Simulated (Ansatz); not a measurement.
Ansatz results at the PBE0-D4/def2-TZVP geometry: LUMO energy (ωB97M-V/def2-TZVPP) 0.33 eV; HOMO–LUMO gap (ωB97M-V/def2-TZVPP) 10.65 eV; HOMO energy (ωB97M-V/def2-TZVPP) -10.33 eV.

Each molecule was computed in one conformer, which needn't be the lowest.

Problem. Which molecule gave them?
A. `N=CBO`
B. `BOC=N`
C. `FC1([SiH3])CB1Cl`
D. `FC1=CCN1`

Solution. A. The others give `BOC=N`: 1.05, 12.00, -10.95; `FC1=CCN1`: 2.61, 11.37, -8.76; `FC1([SiH3])CB1Cl`: 0.20, 9.81, -9.62.
